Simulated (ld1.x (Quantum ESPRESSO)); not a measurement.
# Before and after: ultrasoft potential for Cl

Cl, ultrasoft, made with ld1.x (Quantum ESPRESSO) 7.5 (PBE, non-relativistic). Core [Ne], reference 3s2 3p5. Waves: 3s (bound): rcut 1.25, rcutus 1.50 bohr; 3s channel at -1.2 Ry: rcut 1.25, rcutus 1.50 bohr; 3p (bound): rcut 1.10, rcutus 1.40 bohr; 3p channel at 0.1 Ry: rcut 1.10, rcutus 1.40 bohr; 3d channel at -0.1 Ry: rcut 1.35, rcutus 1.75 bohr; 3d channel at 2.25 Ry: rcut 1.35, rcutus 1.75 bohr. Local part: all-electron potential smoothed inside 1.70 bohr (lloc = -2). Core correction: none. Augmentation charge: PSQ, radius 1.05 bohr.

All-electron outer shells of the reference configuration (PBE, non-relativistic, ld1.x):

```tsv
shell	level (eV)	outermost node (bohr)	outermost maximum (bohr)
2p	-191.57	–	0.30
3s	-20.53	0.56	1.29
3p	-8.61	0.53	1.43
```

Change: waves 3p (bound): rcut 1.10, rcutus 1.64 bohr; 3p channel at 0.1 Ry: rcut 1.10, rcutus 1.64 bohr.

Cutoffs: the cutoffs (Ry, on a coarse ladder) from which the occupation-weighted sum of valence levels, in a spherical-Bessel basis at the reference potential, stays within 10 and 1 mRy of its value at 400 Ry; they do not see the model core or the augmentation charge, which bear on the density cutoff. Errors are all-electron minus pseudo energies relative to the spin-unpolarised reference configuration.

Question: Predict the effect on cutoff, ghosts and configuration errors.

Answer: The potential gets neither clearly harder nor softer (25 Ry and 40 Ry → 25 Ry and 35 Ry); of the 7 tests that both files solve, the error grows in 4 and shrinks in 0 by more than 15 % and 0.3 meV (median size 0.5 → 2.5 meV); neither file shows a bound ghost. More of the atom is replaced by a form fitted at one configuration, so other configurations suffer.

| quantity | base | changed |
| --- | --- | --- |
| cutoff, loose | 25 Ry | 25 Ry |
| cutoff, tight | 40 Ry | 35 Ry |
| loose cutoff by channel (10 mRy a level) | s 8 Ry, p 15 Ry | s 8 Ry, p 18 Ry |
| bound ghosts | none | none |
| error for 3s2 3p4, meV [ΔE 13.89 eV] | 0.0 | +0.1 |
| error for 3s2 3p3, meV [ΔE 39.35 eV] | +2.0 | +3.5 |
| error for 3s2 3p2, meV [ΔE 77.66 eV] | +14 | +20 |
| error for 3s2 3p4.5, meV [ΔE 5.59 eV] | 0.0 | 0.0 |
| error for 3s2 3p1, meV [ΔE 129.90 eV] | +53 | +72 |
| error for 3s2 3p5.3, meV [ΔE -2.14 eV] | 0.0 | 0.0 |
| error for 3s1 3p6, meV [ΔE 11.97 eV] | +0.5 | +2.5 |
| s: phases at 1.91 bohr within 0.05 rad from the reference energy up to (Ry; the scan ends near 5) | to the end of the scan | to the end of the scan |
| p: phases at 1.91 bohr within 0.05 rad from the reference energy up to (Ry; the scan ends near 5) | to the end of the scan | to the end of the scan |
| d: phases at 1.91 bohr within 0.05 rad from the reference energy up to (Ry; the scan ends near 5) | to the end of the scan | to the end of the scan |
| lowest overlap eigenvalue by channel | s 0.44, p 0.75, d 0.96 | s 0.44, p 0.63, d 0.96 |
